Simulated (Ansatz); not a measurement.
An input meant for GaH₃ (charge 0, singlet).

```yaml
crystal:
  periodic: [false, false, false]
  atoms:
    - {symbol: Ga, position_ang: [-0.000002, -0.000023, -0.000969]}
    - {symbol: H, position_ang: [1.562029, -0.028916, 0.014083]}
    - {symbol: H, position_ang: [-0.755833, 1.367211, -0.017820]}
    - {symbol: H, position_ang: [-0.806195, -1.338272, 0.004706]}
basis:
  gaussian: {orbitals: def2-mTZVPP}
hamiltonian: {xc: {name: HF}}
correlation: {method: mp2, frozen_orbitals: {Ga: 9}}
scf: {omitted_lower_state_checks: [starts]}
output: {forces: true}
```

```sh
$ ansatz run in.yaml --threads 4 --pin off --events-out ev --progress --plain --max-ram 3916MiB
```

Shortened log:

```
Functional definition: HF
Error: "frozen_orbitals" has no count for H
```

In this input frozen orbitals are typed for one element alone, and the program wants a count for each (the count typed has to fit that element's core, too). The program refused the input.
